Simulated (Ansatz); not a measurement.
Cartesian coordinates (Å):
```xyz
7

C     -1.2783    -0.4430    -0.0468
Si     0.0724     0.5819    -0.0670
C      1.7526    -0.0979     0.1524
N      2.8210    -0.5111     0.2893
H     -1.1867    -1.5114     0.0941
H     -2.2829    -0.0625    -0.1748
H      0.0741     2.0355    -0.2486
```
Charge +1, spin multiplicity 2.

The numbers are results of frozen-core CCSD(T)/cc-pVTZ // B3LYP-D3(BJ)/def2-TZVP (Ansatz, a quantum-chemistry and plane-wave program), not measurements. The geometry is that of the parent before the electron was removed.

```yaml
HF energy: -420.57184 Ha
MP2 correlation energy: -0.55293 Ha
```

Estimate the CCSD correlation energy, the (T) correction, the total energy and the T1 diagnostic.


The CCSD correlation energy is -0.58820 Ha and the (T) correction comes out as -0.02843 Ha. The CCSD(T) total energy is -421.18847 Ha and the T1 diagnostic is 0.029.
